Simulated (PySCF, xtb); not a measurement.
F5Te, multiplicity 2. Atoms are numbered in the order given.

```xyz
6

F      1.3730    -1.3730     0.1894
Te     0.0000     0.0000     0.1661
F      1.3730     1.3730     0.1894
F     -1.3730    -1.3730     0.1894
F      0.0000     0.0000    -1.7175
F     -1.3730     1.3730     0.1894
```
Charge 0, spin multiplicity 2.

The structure is a stationary point at B3LYP-D3(BJ)/def2-SVP. The isomer is the one that the SMILES or the coordinates give; other isomers of the formula were not compared. The def2 effective core potentials stand for the cores of Te; spin–orbit coupling is left out.

Calculation: C-PCM-M06-2X/def2-SVP in PySCF.

The values are the electrostatic part of the solvation free energy, E(continuum) − E(gas) at the gas-phase geometry, in a cavity of scaled van der Waals radii (PySCF's table); cavitation and dispersion terms are not included. The dipole moment in vacuum is 2.00 D.

**Question.** Estimate the values in water (ε = 78.36), 1-octanol (ε = 9.86), N,N-dimethylformamide (ε = 37.22). (Estimate from the structure and the level; the computed values follow.)

**Answer.** 
```tsv
solvent	ε	ΔG(elec) (kcal/mol)	dipole (D)
water	78.36	-6.4	2.38
1-octanol	9.86	-5.8	2.34
N,N-dimethylformamide	37.22	-6.3	2.38
```

For comparison, GFN2-xTB/ALPB(water) (xtb, at the GFN2-xTB geometry, all terms of that model) gives 3.3 kcal/mol.
